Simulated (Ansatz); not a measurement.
Zn(I)(SeH) (HISeZn), SMILES [SeH][Zn][I].

Geometry: r2SCAN-D4/def2-SVP. The structure was generated by enumeration; whether it is a known compound was not checked. The def2 effective core potentials stand for the cores of I; spin–orbit coupling is left out. The values are those of a single conformer.

Two levels are set side by side: PBE/def2-SVPD (Ansatz, a quantum-chemistry and plane-wave program) and PBE0/def2-SVPD (Ansatz). Energy differences of separate SCF runs at the same geometry; the states with an electron removed or added have multiplicity 2 and 2. Differences are taken from unrounded values.

| quantity | PBE0 |
|---|---|
| vertical ionisation energy (eV) | 9.22 |
| vertical singlet–triplet gap (eV) | 4.30 |

### Question
What does PBE give, and how far is it from PBE0? (The exact figures need the calculation; the answer reports its results.)

### Answer

```
quantity                            PBE  PBE minus PBE0
---------------------------------  ----  --------------
vertical ionisation energy (eV)    8.88           -0.34
vertical singlet–triplet gap (eV)  3.87           -0.42
```
